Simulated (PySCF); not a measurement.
**Pb: excitation energy**

Pb [Xe] 4f14 5d10 6s2 6p2 (3P) → Pb [Xe] 4f14 5d10 6s1 6p2 7s1 (5P), as a difference of total energies. Calculation: PySCF 2.14, in aug-cc-pwCVDZ-PP with ECP60MDF (6s5p4d1f, 48 functions); a scalar-relativistic core potential. Correlated levels: valence and next inner shell: nothing frozen outside the core potential. The calculations carry no spin-orbit coupling.

| method | excitation energy (cm⁻¹) |
| --- | --- |
| UHF | 78278 |
| MP2 (valence and next inner shell) | 92123 |
| SCS-MP2 (valence and next inner shell) | 92442 |
| CCSD (valence and next inner shell) | 89620 |
| CCSD(T) (valence and next inner shell) | 90028 |

Spin-orbit coupling is strong in these open shells (close to jj coupling). The scalar numbers leave it out and a first-order estimate fails, so it can dominate the gap to the real levels.

The upper state lies above the first ionisation limit. A Rydberg-like electron needs more diffuse functions than a valence basis has.

The promoted electron is Rydberg-like, and one or two diffuse shells describe it only roughly, which tends to raise the upper state.
